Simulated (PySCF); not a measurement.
# Working out the ionisation energy of Sn

Sn [Kr] 4d10 5s2 5p2 (3P) → Sn⁺ [Kr] 4d10 5s2 5p1 (2P). All numbers are calculated (PySCF 2.14, scalar relativity through the core potential, in aug-cc-pwCVDZ-PP with ECP28MDF (6s5p4d1f, 48 functions)). Frozen: nothing. Energies in hartree (1 hartree = 27.21139 eV):

| part | Sn (lower) | Sn⁺ (upper) |
| --- | --- | --- |
| UHF | -213.335733 | -213.083772 |
| MP2 opposite-spin | -0.273178 | -0.268655 |
| MP2 same-spin | -0.148615 | -0.141880 |

Question: What does Hartree-Fock give?

Answer: (-213.083772) − (-213.335733) = 0.251961 hartree = 6.856 eV.

Question: What do MP2 and SCS-MP2 (6/5 opposite-spin, 1/3 same-spin) give?

Answer: The opposite-spin parts differ by 0.123 eV and the same-spin parts by 0.183 eV. MP2: 6.856 + (0.123) + (0.183) = 7.162 eV. SCS-MP2: 6.856 + 1.2 × (0.123) + (0.183)/3 = 7.065 eV.

Measured between the centres of the two terms (NIST): 7.389 eV, so MP2 (valence and next inner shell) is off by -0.227 eV.

A double-zeta basis recovers only part of the correlation energy.

What remains against the reference includes basis incompleteness and correlation beyond second order.
